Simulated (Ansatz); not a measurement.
Reaction (ligand exchange at the Si–C bond): `NC[SiH2]F` + `C#CNC` → `C#CN(C)[SiH2]F` + CH₃NH₂

Gas-phase electronic energies from Ansatz, PBE0-D4/def2-TZVP geometries. CCSD(T)/CBS adds triple-zeta CCSD(T) − MP2 to the extrapolated MP2 energy (def2 sets, frozen cores). One conformer a species, not always the lowest.

`NC[SiH2]F`:

Cartesian coordinates in Å:
```
N -0.067 0.839 1.198
C -0.618 -0.205 0.335
Si 0.673 -0.467 -0.992
F 0.101 -1.409 -2.160
H -0.112 1.744 0.749
H -0.570 0.910 2.073
H -0.701 -1.132 0.911
H -1.617 0.000 -0.077
H 1.030 0.840 -1.604
H 1.880 -1.120 -0.434
```

`C#CNC`:

Cartesian coordinates in Å:
```
C -0.357 2.140 -0.380
C 0.106 1.029 -0.377
N 0.577 -0.222 -0.404
C -0.142 -1.241 0.341
H -0.760 3.123 -0.398
H 1.582 -0.287 -0.340
H 0.300 -2.214 0.125
H -1.180 -1.256 0.010
H -0.125 -1.072 1.424
```

`C#CN(C)[SiH2]F`:

Cartesian coordinates in Å:
```
C 1.353 1.279 -1.723
C 0.753 0.639 -0.901
N 0.094 -0.082 0.018
C 0.770 -0.276 1.299
Si -1.546 -0.536 -0.250
F -2.575 0.577 0.255
H 1.876 1.844 -2.455
H 1.747 -0.739 1.142
H 0.909 0.674 1.821
H 0.168 -0.936 1.925
H -1.749 -0.702 -1.701
H -1.800 -1.741 0.569
```

CH₃NH₂:

Cartesian coordinates in Å:
```
C -0.079 -0.349 -0.442
N 0.243 0.744 0.460
H -0.526 -1.235 0.033
H 0.828 -0.670 -0.959
H -0.774 0.006 -1.207
H 0.895 0.440 1.171
H -0.587 1.065 0.943
```

```tsv
species	CCSD(T)/def2-TZVPP energy (Eh)
`NC[SiH2]F`	-485.16393
`C#CNC`	-171.69048
`C#CN(C)[SiH2]F`	-561.18551
CH₃NH₂	-95.69970
```

Q: Work out ΔE.

A: ΔE = (-561.18551) + (-95.69970) − (-485.16393) − (-171.69048) = -0.03080 Eh = -80.9 kJ/mol. CCSD(T)/CBS gives -79.7 kJ/mol.

Largest T1 diagnostic among the species: 0.012.

The D4 term adds −4.6 kJ/mol with B3LYP and −2.7 kJ/mol with PBE0; it sums over pairs of atoms, weighted by their polarisabilities, and B3LYP, whose exchange is more repulsive, gets the larger term.

B3LYP here is the variant with VWN-RPA as its local correlation; programs differ in this.
